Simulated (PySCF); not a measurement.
C3H8OSi, SMILES C=CC[SiH2]O.

Geometry optimised at PBE0-D3(BJ)/def2-SVP. The values are those of a single conformer.

Method: PySCF with PBE0-D3(BJ)/def2-SVP.

Frequencies are harmonic and unscaled.

```
mode  ν (cm⁻¹)  IR (km/mol)  moving atoms (share of kinetic energy)
----  --------  -----------  --------------------------------------
1           44          3.2                  C 42 %, O 31 %, H 26 %
2           90          3.1          H 38 %, C 36 %, Si 18 %, O 8 %
3          171          0.6                  H 39 %, C 29 %, O 26 %
4          238        103.0                                  H 86 %
5          317         33.5         H 40 %, O 21 %, C 20 %, Si 19 %
6          408          2.5                          H 52 %, C 47 %
7          545         25.8                         H 80 %, Si 13 %
8          599         33.3                 H 39 %, C 38 %, Si 22 %
9          698         19.6                          H 81 %, C 16 %
10         713         62.2                          H 69 %, C 23 %
11         821         38.6                  H 57 %, C 26 %, Si 9 %
12         848         98.8                 H 50 %, O 36 %, Si 10 %
13         892         90.0                          H 73 %, O 18 %
14         921        160.7                         H 71 %, Si 16 %
15         930        127.7                          H 73 %, C 24 %
16         946         30.6                          H 65 %, C 29 %
17         959         74.2                 H 68 %, C 17 %, Si 12 %
18        1033         20.7                          H 89 %, C 10 %
19        1050         20.7                          H 73 %, C 25 %
20        1163         32.6                          H 65 %, C 34 %
21        1208         23.1                          H 62 %, C 38 %
22        1310          1.3                          H 80 %, C 20 %
23        1406          7.0                          H 90 %, C 10 %
24        1437          7.4                          H 83 %, C 17 %
25        1729         23.4                          C 88 %, H 12 %
26        2210        126.6                                  H 97 %
27        2256        156.2                                  H 97 %
28        3062          6.3                                  H 95 %
29        3129          1.6                           H 91 %, C 9 %
30        3155         10.3                                  H 94 %
31        3164          4.1                           H 92 %, C 8 %
32        3262          6.5                          H 89 %, C 11 %
33        3929         81.3                                  H 94 %
```
